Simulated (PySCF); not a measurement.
Mapped SMILES: `[F:1][c:2]1[cH:3][s:4][c:5]([SiH3:6])[p:7]1`. Each H is labelled by its parent atom.

Geometry: GFN2-xTB; GIAO shifts from PySCF 2.14.0 with density-fitted response routines, gas phase, non-relativistic, averaged over equivalent atoms.

At CAM-B3LYP/ANO-RCC-VDZP (130 basis functions, 28 s wall time on 1 thread of an Intel Xeon 6975P-C, shared host):
```
 atoms  δ (ppm)
    F1   -134.5
    C2    198.8
    C5    183.4
    C3    132.6
   Si6    -94.0
    P7    515.1
 H(C3)     8.30
H(Si6)     4.74
```

Shifts are taken against calculated references (same method and geometry level): CFCl3 for ¹⁹F (190.36 ppm); ¹³C (188.81 ppm) and ²⁹Si (391.42 ppm) and ¹H (31.82 ppm) vs TMS; ³¹P (673.49 ppm) vs PH3.

Problem. Predict the values at PBE0/pcSseg-1 on the same geometry.

Solution. 
```json
{"atoms": "F1", "δ at PBE0/pcSseg-1": "-120.4", "change": "+14.1"}
{"atoms": "C2", "δ at PBE0/pcSseg-1": "200.5", "change": "+1.7"}
{"atoms": "C5", "δ at PBE0/pcSseg-1": "175.4", "change": "-8.0"}
{"atoms": "C3", "δ at PBE0/pcSseg-1": "133.0", "change": "+0.4"}
{"atoms": "Si6", "δ at PBE0/pcSseg-1": "-72.8", "change": "+21.2"}
{"atoms": "P7", "δ at PBE0/pcSseg-1": "226.0", "change": "-289.1"}
{"atoms": "H(C3)", "δ at PBE0/pcSseg-1": "7.93", "change": "-0.37"}
{"atoms": "H(Si6)", "δ at PBE0/pcSseg-1": "4.83", "change": "+0.09"}
```

Scale: CFCl3 for ¹⁹F (σ = 170.95 ppm); TMS for ¹³C (σ = 186.93 ppm), ²⁹Si (σ = 349.16 ppm), ¹H (σ = 31.72 ppm); ³¹P (σ = 318.38 ppm) vs H3PO4 (reference shieldings calculated alike).

The largest change is at P7 (phosphorus bonded to 2 C, in a 5-membered ring). Cost: 160 basis functions, of the order of 60 core-seconds. The order of the carbon signals is the same at both levels.

Unscaled 19F shifts against computed CFCl3 carry errors that often reach 10 to 50 ppm.
